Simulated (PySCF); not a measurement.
# Mg⁺ (magnesium, charge +1) across methods

[Ne] 3s1, 2S determinant. Calculation: PySCF 2.14, in aug-cc-pCVQZ-DK; the spin-free X2C one-electron Hamiltonian (Gaussian nucleus).

| method | E (hartree) | mean ε 2p α (eV) | mean ε 2p β (eV) | mean ε 3s α (eV) | Σ⟨r²⟩ (bohr²) | ⟨S²⟩ |
| --- | --- | --- | --- | --- | --- | --- |
| HSE06 | -200.0169 | -59.288 | -59.117 | -12.344 | 13.68 | 0.750 |
| r2SCAN | -200.0811 | -57.044 | -56.912 | -12.075 | 13.66 | 0.750 |
| BLYP | -200.1228 | -55.583 | -55.449 | -11.841 | 13.54 | 0.750 |
| PBE | -199.9851 | -55.647 | -55.476 | -11.914 | 13.68 | 0.750 |
| TPSSh | -200.1161 | -57.632 | -57.477 | -12.174 | 13.74 | 0.750 |
| PBE0 | -200.0023 | -59.735 | -59.567 | -12.724 | 13.70 | 0.750 |
| UHF | -199.67748 | -70.881 | -70.710 | -14.760 | 13.97 | 0.750 |

(1) Estimate the same row for LDA.

## Answers

(1) E (hartree) = -199.1587; mean ε 2p α (eV) = -55.778; mean ε 2p β (eV) = -55.623; mean ε 3s α (eV) = -12.001; Σ⟨r²⟩ (bohr²) = 13.58; ⟨S²⟩ = 0.750.
